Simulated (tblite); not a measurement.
Q: Give a GFN2-xTB geometry of InChI=1S/C5H2NS/c6-3-5-1-2-7-4-5/h1,4H. (Doublet state.)

A: 
```
atom  x, y, z in Å
N1     2.7630   -0.0875   -0.7960
C2     1.6639   -0.0342   -0.4723
C3     0.3179    0.0191   -0.0807
C4    -0.6068   -1.0544   -0.3410
C5    -1.8083   -0.7272    0.1425
S6    -1.9264    0.7936    0.9005
C7    -0.2598    1.0722    0.5793
H8    -0.3385   -1.9616   -0.8464
H9     0.2084    1.9859    0.8889
```

Any rigid rotation of these coordinates is as good. Atoms count from 1 in this order. C7 (carbon bonded to C, S and H) is planar (angles 127.6°, 120.5° and 112.0°, sum 360.0°, 0.00 Å off the plane of its three neighbours). C4 (carbon bonded to 2 C and H) is planar (angles 127.1°, 123.7° and 109.2°, sum 360.0°, 0.00 Å off the plane of its three neighbours). C5 (carbon bonded to C and S) is bent (angle 116.2°). The 7 heavy atoms lie in one plane (0.000 Å rms).

Bonds between heavy atoms (Å): N1≡C2 1.147, C2–C3 1.403, C3–C4 1.441, C4–C5 1.336, C5–S6 1.703, S6–C7 1.720, C3–C7 1.370.

Computed geometry: GFN2-xTB, gas phase. This method treats the open shell by occupation alone, without spin polarisation.

Point group: Cs (tolerance 0.08 Å). Its GFN2-xTB frequencies are all real (lowest 137 cm⁻¹).

On Arm Neoverse N1, one thread, shared host with 64 logical CPUs at a one-minute load of 10, this took 0.12 s. These figures are those of the optimisation.
